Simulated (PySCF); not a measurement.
MgHF, SMILES [F][MgH].

Geometry: r2SCAN-D4/def2-TZVPD.

Level of theory: PySCF with r2SCAN/def2-TZVPD.

Gas-phase values at a fixed geometry.

```
Item                                                                                                            Value
---------------------------------------------------------------------------------------------  ----------------------
total energy                                                                                       -300.54563 hartree
point group                                                                                                       C∞v
highest occupied level                                                                                       -7.28 eV
lowest empty level                                                                                           -1.12 eV
orbital gap                                                                                                   6.15 eV
dipole moment                                                                                               0.288 e·Å
quadrupole, principal values (traceless, Buckingham form, about the centre of nuclear charge)  -13.17, 6.58, 6.58 D·Å
mean static polarisability                                                                       27.6 bohr³ (4.09 Å³)
polarisability, principal values                                                               26.5, 26.5, 29.9 bohr³
```
